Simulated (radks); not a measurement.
Results of a calculation; reference values are marked as such.
Effect of the nuclear size on neutral technetium, [Kr] 4d5 5s2. Code: a radial shooting solver on a logarithmic mesh with Libxc functionals. Model: Dirac Kohn-Sham, exchange-only LDA, spin-unpolarised, spherical densities, finite nucleus; open shells are shared between the two j in proportion to 2j + 1; Fermi nuclear charge, rms radius 4.4112 fm. The rms radius is varied about that value; shifts are against it.

| rms radius (fm) | total energy shift (eV) | density at nucleus (e/bohr^3) | 1s1/2 shift (meV) | 2s1/2 shift (meV) | 3p1/2 shift (meV) | 4s1/2 shift (meV) | 4p1/2 shift (meV) |
|---|---|---|---|---|---|---|---|
| 3.5687 | -0.580 | 1.022e+05 | -245 | -26.4 | 0.384 | -0.775 | 0.102 |
| 3.9921 | -0.302 | 1.009e+05 | -128 | -13.7 | 0.200 | -0.404 | 0.053 |
| 4.4112 | 0 | 9.973e+04 | 0.000 | 0.000 | 0.000 | 0.000 | 0.000 |
| 4.7994 | 0.304 | 9.878e+04 | 128 | 13.8 | -0.201 | 0.406 | -0.054 |
| 5.192 | 0.634 | 9.79e+04 | 268 | 28.8 | -0.420 | 0.846 | -0.112 |

Slopes of the eigenvalues against <r^2> in GHz/fm^2, as finite differences over the two radii next to the reference (eigenvalue slopes, not the field-shift constants of lines): 1s1/2 8720, 2s1/2 939, 3p1/2 -13.7, 4s1/2 27.6, 4p1/2 -3.64.
